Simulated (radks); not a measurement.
The numbers below are computed, except where a source is named.
Task: The mean radii <r> (bohr) of the occupied orbitals of an atom or ion are listed with their occupations. Code: a radial shooting solver on a logarithmic mesh with Libxc functionals. Model: non-relativistic Kohn-Sham, LB94 model potential, spin-polarised, spherical densities, point nucleus.

orbital  occ.      <r>
1s down     1  0.03540
1s up       1  0.03540
2s up       1   0.1543
2s down     1   0.1543
2p up       3   0.1321
2p down     3   0.1321
3s up       1   0.4274
3s down     1   0.4278
3p up       3   0.4211
3p down     3   0.4216
3d up       5   0.3965
3d down     5   0.3971
4s up       1    1.086
4s down     1    1.078
4p up       3    1.185
4p down     3    1.173
4d up       5    1.652
5s up       1    3.136
5s down     1    3.359

Name the element and its charge. Open shells, if any, are filled with parallel spins first.

Result: Z = 43, technetium, charge 0: Tc in [Kr] 4d5 5s2. The 1s radius gives Z: for a bare nucleus <r> = 1.5/Z, 0.03488 bohr for Z = 43, and screening makes it slightly larger (0.03540 here). The occupations add up to 43, and the charge is Z minus that.
